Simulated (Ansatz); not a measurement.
`CNC[SeH]` + `O=C(O)O[SiH3]` → `O=C([SeH])O[SiH3]` + `CNCO`  (formal exchange of groups at the Se–C bond)

Gas-phase electronic energies from Ansatz, PBE0-D4/def2-TZVP geometries. CBS: MP2 limit from def2 TZ/QZ plus the TZ coupled-cluster correction, frozen cores. DFT in def2-TZVPP. B3LYP here is the variant with VWN-RPA as its local correlation; programs differ in this. For Se outer-core shells are correlated without core-valence functions, which leaves a few kJ/mol of doubt a bond. Scalar relativity is left out up to krypton. One conformer a species, not always the lowest.

```
            species  B3LYP-D4 energy (Eh)
         `CNC[SeH]`           -2536.81899
    `O=C(O)O[SiH3]`            -555.89579
`O=C([SeH])O[SiH3]`           -2882.21065
             `CNCO`            -210.48903
```

Work out ΔE.

ΔE = (-2882.21065) + (-210.48903) − (-2536.81899) − (-555.89579) = 0.01510 Eh = +9.5 kcal/mol. CCSD(T)/CBS gives +10.6 kcal/mol.

Largest T1 diagnostic among the species: 0.014.

In def2-TZVPP, CCSD(T) changes the Hartree–Fock value by −3.6 kcal/mol (the triples alone add −0.8 kcal/mol) and MP2 by −3.3 kcal/mol. From PBE to PBE0 (25 % exact exchange), in def2-TZVPP and without D4, ΔE moves by +2.1 kcal/mol.
